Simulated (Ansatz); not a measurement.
C₃H₅O, doublet (typed; the unrestricted solution is spin-contaminated), at a GFN2-xTB geometry; CCSD(T)/def2-SVP in Ansatz (a program for electronic structure).

Ansatz was given this input:
Ansatz 0.2 input:
```yaml
crystal:
  periodic: [false, false, false]
  atoms:
    - {symbol: C, position_ang: [1.23934433, 0.17190487, 0.63842054]}
    - {symbol: C, position_ang: [0.06380250, -0.08707201, -0.11758676]}
    - {symbol: C, position_ang: [-1.21885315, 0.50306017, 0.42635831]}
    - {symbol: O, position_ang: [0.08621174, -0.75116388, -1.15254531]}
    - {symbol: H, position_ang: [1.20948174, 0.75363218, 1.54197258]}
    - {symbol: H, position_ang: [2.18364825, -0.22055962, 0.30383454]}
    - {symbol: H, position_ang: [-1.40875201, 0.11743875, 1.42591643]}
    - {symbol: H, position_ang: [-2.04962241, 0.24579541, -0.22437056]}
    - {symbol: H, position_ang: [-1.13021151, 1.58564619, 0.48985697]}
basis:
  gaussian:
    orbitals: def2-SVP
    fitting: {mean_field: cc-pVTZ-JKFIT, correlation: cc-pVTZ-RIFIT}
magnetization: {spin_polarized: true, initial_magnetization: 1}
correlation: {method: ccsd_t}
```

Output, abridged:

```
Functional definition: HF
466 factors; integrals over basis functions are off by at most 1.4e-1 eV
474 factors; integrals over basis functions are off by at most 2.7e-2 eV
mean field evaluation 1: about -5199.0234 eV, gradient 2.6e1 eV
mean field evaluation 2: about -5201.3704 eV, gradient 1.8e1 eV
mean field evaluation 4: about -5202.6241 eV, gradient 1.7e0 eV
mean field evaluation 8: about -5202.7635 eV, gradient 2.8e-1 eV
mean field evaluation 16: about -5202.6683 eV, gradient 1.1e0 eV
mean field evaluation 32: about -5201.2167 eV, gradient 2.6e-2 eV
mean field -5202.76797786 eV, -191.1981966235 hartree, gradient 2.2e-6 eV, S^2 0.906890; 0 other end points of the search recorded, 0 dependent functions left out
4 core orbitals not correlated
reference -5202.76797786 eV, -191.1981966235 hartree; 12, 11 occupied and 65, 66 virtual orbitals, 474 factors
second order -14.91420024 eV of doubles, -0.00000000 eV of singles
cycle   1  -15.61462106 eV  change   -7.0e-1 eV  update   1.0e-1
cycle   2  -16.10673513 eV  change   -4.9e-1 eV  update   4.0e-2
cycle   3  -16.27922128 eV  change   -1.7e-1 eV  update   2.8e-2
cycle   4  -16.30219141 eV  change   -2.3e-2 eV  update   1.3e-2
cycle   5  -16.30075546 eV  change    1.4e-3 eV  update   5.1e-3
cycle   6  -16.30278993 eV  change   -2.0e-3 eV  update   2.3e-3
cycle   7  -16.30401628 eV  change   -1.2e-3 eV  update   1.2e-3
cycle   8  -16.30442751 eV  change   -4.1e-4 eV  update   6.6e-4
cycle   9  -16.30449932 eV  change   -7.2e-5 eV  update   2.7e-4
cycle  10  -16.30447097 eV  change    2.8e-5 eV  update   1.1e-4
cycle  11  -16.30452351 eV  change   -5.3e-5 eV  update   4.7e-5
cycle  12  -16.30452997 eV  change   -6.5e-6 eV  update   1.8e-5
perturbative correction -0.49355936 eV, -0.0181379718 hartree
Total energy: -5219.56606719 eV, -191.8155150202 hartree
```
